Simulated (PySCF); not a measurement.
## Computed properties of NbF5, SMILES [F][Nb]([F])([F])([F])[F], multiplicity 1

NbF5, SMILES [F][Nb]([F])([F])([F])[F], multiplicity 1. Geometry optimised at B3LYP-D3(BJ)/def2-SVP. The multiplicity is an assumed one; other spin states were not compared. The isomer is the one that the SMILES or the coordinates give; other isomers of the formula were not compared. The def2 effective core potentials stand for the cores of Nb; spin–orbit coupling is left out. The values are those of a single conformer. All values are computed for the isolated molecule unless a solvent is named; none is compared with measurement here.

**Structure.** The optimised structure has D3h symmetry. All 12 harmonic modes at B3LYP-D3(BJ)/def2-SVP (PySCF) are real, so it is a minimum. With heavy atoms numbered as in [Nb:1]([F:2])([F:3])([F:4])([F:5])[F:6], the shortest bond between them is Nb1–F3 at 1.842 Å and the longest Nb1–F6 at 1.873 Å.

**Vibrations.** The strongest infrared lines (harmonic, unscaled, degenerate partners summed) lie at 756 cm⁻¹ (406 km/mol, F 74 %, Nb 26 %), 728 cm⁻¹ (329 km/mol, F 70 %, Nb 30 %), 218 cm⁻¹ (57 km/mol, F 76 %, Nb 24 %). The softest mode is at 98 cm⁻¹ and the zero-point energy is 7.2 kcal/mol.

**Electronic structure.** HF/def2-TZVP (PySCF) places the frontier levels at -17.79 and 0.07 eV, a gap of 17.86 eV, and gives a dipole moment of 0.00 D and a mean polarisability of 30.5 bohr³.

**Excitations.** TDDFT-B3LYP/def2-SVPD (PySCF) has S1 at 6.60 eV (188 nm, f = 0.000, dark); the most intense of the 10 singlets computed lies at 6.78 eV (f = 0.01). Strengths of degenerate partners are summed. T1 (TDA) is at 6.16 eV. No vertical singlet excitation falls in the visible range (under 3.1 eV).
